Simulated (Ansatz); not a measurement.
Consider the ligand exchange at the Sb–N bond: `C/C(O)=[N]\[SbH2]` + `C=NCO` → `C=NC[O][SbH2]` + `CC(=N)O`.

Computed with Ansatz on PBE0-D4/def2-TZVP structures; ΔE is electronic, products minus reactants. CBS: MP2 limit from def2 TZ/QZ plus the TZ coupled-cluster correction, frozen cores. DFT in def2-TZVPP. B3LYP here is the variant with VWN-RPA as its local correlation; programs differ in this. Elements past krypton have def2 core potentials. For Sb outer-core shells are correlated without core-valence functions, which leaves a few kJ/mol of doubt a bond. One conformer a species, not always the lowest.

```csv
level,ΔE (kJ/mol)
PBE,-20.5
B3LYP,-24.0
HF/def2-TZVPP,-24.8
MP2/def2-TZVPP,-15.6
CCSD(T)/def2-TZVPP,-19.4
HF/def2-QZVPP,-26.2
MP2/def2-QZVPP,-17.4
SCS-MP2/def2-QZVPP,-20.2
```

Task: What does CCSD(T)/CBS give? (Estimate.)

Result: Ansatz gave: -21.7 kJ/mol. The listed levels differ from it by 1.2, -2.3, -3.1, 6.1, 2.3, -4.5, 4.3, 1.5 kJ/mol.

Largest T1 diagnostic among the species: 0.015.

In def2-TZVPP, CCSD(T) changes the Hartree–Fock value by +5.4 kJ/mol (the triples alone add +1.1 kJ/mol) and MP2 by +9.2 kJ/mol.
